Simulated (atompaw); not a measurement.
## Building the PAW (atompaw) potential for cerium (Ce) (PBEsol, scalar-relativistic).

atompaw 4.2.0.5 input, output lines left out:

```
Ce 58
GGA-PBESOL scalarrelativistic loggrid 2001 logderivrange -5 5 251
6 6 5 4 0 0
6 1 0
5 2 1
4 3 1
0 0 0
c
c
c
c
v
v
c
c
c
v
v
c
c
v
v
3
3.00 2.45 2.05 2.90
n
n
y
2.55
n
y
1.55
n
custom polynom vanderbiltortho sinc
4 0.5 ultrasoft
2.75
3.00
3.00
3.00
2.75
2.75
1.45
1.45
```

All-electron outer shells of the reference configuration (PBEsol, scalar-relativistic, ld1.x):

| shell | level (eV) | outermost node (bohr) | outermost maximum (bohr) |
| --- | --- | --- | --- |
| 4p | -210.81 | 0.33 | 0.62 |
| 4d | -110.40 | 0.31 | 0.66 |
| 5s | -40.61 | 0.75 | 1.37 |
| 5p | -23.22 | 0.81 | 1.55 |
| 4f | -5.42 | – | 0.71 |
| 6s | -3.77 | 1.82 | 3.72 |
| 5d | -3.07 | 0.92 | 2.18 |
| 6p | -1.33 | 2.15 | 4.84 |

What the tests gave:

* Cutoffs needed: 55 Ry and 100 Ry (the cutoffs (Ry, on a coarse ladder) from which the occupation-weighted sum of valence levels, in a spherical-Bessel basis at the reference potential, stays within 10 and 1 mRy of its value at 400 Ry)
* Ghost test: no extra level below or beside the all-electron valence levels (s, p, d, f tested) (spherical-Bessel basis up to 400 Ry, 20 bohr box)
* Lowest eigenvalue of the overlap operator: 0.70 (s channel)
* Overlap eigenvalues printed by atompaw (projector basis): 0.633, 1.8, 1.97, 5.53, 31.3, 39.4, 41.4, 543
* Share of each valence orbital outside the PAW sphere: 5s 1 %, 6s 83 %, 5p 4 %, 6p 95 %, 5d 40 %, 4f 2 %

Generation and tests took about 14 s on one core of a shared server CPU.
